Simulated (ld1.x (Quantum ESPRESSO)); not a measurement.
Transferability test, TM potential for S

* Element: sulfur
* Generator: ld1.x (Quantum ESPRESSO) 7.5
* Type: norm-conserving Troullier–Martins (Kleinman–Bylander form)
* Functional: PBE
* Relativity: scalar-relativistic
* Frozen core: [Ne]
* Valence charge: 6
* Reference configuration: 3s2 3p2 (charge +2)
* Partial waves: 3p (bound): rc 1.20 bohr; 3s (bound): rc 1.35 bohr
* Local potential: the s channel
* Core correction: none

Energies are relative to the spin-unpolarised reference configuration 3s2 3p2; without spin polarisation the order of configurations can differ from experiment.

```json
{"valence configuration": "3s2 3p3", "charge": "+1", "ΔE all-electron (eV)": "-22.284", "error AE − PS (meV)": "+8.1"}
{"valence configuration": "3s2 3p1", "charge": "+3", "ΔE all-electron (eV)": "34.042", "error AE − PS (meV)": "+12"}
{"valence configuration": "3s2 3p0", "charge": "+4", "ΔE all-electron (eV)": "80.839", "error AE − PS (meV)": "+77"}
{"valence configuration": "3s2 3p4.3", "charge": "-0.3", "ΔE all-electron (eV)": "-35.761", "error AE − PS (meV)": "+23"}
{"valence configuration": "3s1 3p4", "charge": "+1", "ΔE all-electron (eV)": "-11.405", "error AE − PS (meV)": "+7.6"}
```

Q: What are ΔE and the potential's error for 3s2 3p4?

A: ΔE = -34.053 eV all-electron; the error (AE − PS) is +20 meV.

Q: What are ΔE and the potential's error for 3s1 3p5?

A: ΔE = -23.742 eV all-electron; the error (AE − PS) is +17 meV.

Levels in the configuration 3s2 3p3:

```csv
level,all-electron (eV),pseudo (eV)
3s,-27.630,-27.644
3p,-16.796,-16.807
```
